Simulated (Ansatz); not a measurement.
Basis-set series for `[O]=[Y]` radical. Charge 0, multiplicity 2. Y: def2 effective core potential. The geometry is a stationary point of PBE0-D4/def2-TZVP.

```json
{"functional": "PBE0-D4", "basis": "def2-SVP", "functions": "45", "energy (Eh)": "-113.38604", "HOMO (eV)": "-4.51", "LUMO (eV)": "-2.38"}
{"functional": "PBE0-D4", "basis": "def2-TZVPP", "functions": "87", "energy (Eh)": "-113.49159", "HOMO (eV)": "-4.57", "LUMO (eV)": "-2.34"}
{"functional": "ωB97M-V", "basis": "def2-SVP", "functions": "45", "energy (Eh)": "-113.37286", "HOMO (eV)": "-6.04", "LUMO (eV)": "-0.71"}
{"functional": "ωB97M-V", "basis": "def2-TZVPP", "functions": "87", "energy (Eh)": "-113.48129", "HOMO (eV)": "-6.12", "LUMO (eV)": "-0.60"}
```

Give the rows for def2-QZVPP. (Estimate.)

Ansatz gave: 
```json
{"functional": "PBE0-D4", "basis": "def2-QZVPP", "functions": "138", "energy (Eh)": "-113.49807", "HOMO (eV)": "-4.58", "LUMO (eV)": "-2.35"}
{"functional": "ωB97M-V", "basis": "def2-QZVPP", "functions": "138", "energy (Eh)": "-113.48749", "HOMO (eV)": "-6.14", "LUMO (eV)": "-0.72"}
```

HOMO and LUMO are taken over both spins.
